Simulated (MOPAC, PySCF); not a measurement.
H4Sn, SMILES `[SnH4]`, neutral singlet in the gas phase. 

Z-matrix (Å, degrees):
```
Sn
H 1 1.7085
H 1 1.7085 2 109.47
H 1 1.7085 2 109.47 3 -120.00
H 1 1.7085 2 109.47 3 120.00
```
Charge 0, multiplicity 1.

All levels are single points at this geometry (B3LYP-D3(BJ)/def2-TZVP); Pople sets use spherical d functions. Orbital energies aren't observables, and empty levels follow the basis.

M06-2X/def2-TZVP in PySCF gives dipole (D) = 0.00.

Problem. Estimate the dipole (D) from each of these levels: B3LYP/6-311+G** (LANL2DZ on Sn) in PySCF; B3LYP/6-31G* (LANL2DZ on Sn) in PySCF; M06-2X/6-31G* (LANL2DZ on Sn) in PySCF; PBE/6-31G* (LANL2DZ on Sn) in PySCF; SVWN5/6-31G* (LANL2DZ on Sn) in PySCF; HF/6-31G* (LANL2DZ on Sn) in PySCF; PM3 in MOPAC; PM7 in MOPAC.

Solution. 
```tsv
level	dipole (D)
B3LYP/6-311+G** (LANL2DZ on Sn) in PySCF	0.00
B3LYP/6-31G* (LANL2DZ on Sn) in PySCF	0.00
M06-2X/6-31G* (LANL2DZ on Sn) in PySCF	0.00
PBE/6-31G* (LANL2DZ on Sn) in PySCF	0.00
SVWN5/6-31G* (LANL2DZ on Sn) in PySCF	0.00
HF/6-31G* (LANL2DZ on Sn) in PySCF	0.00
PM3 in MOPAC	0.00
PM7 in MOPAC	0.00
```
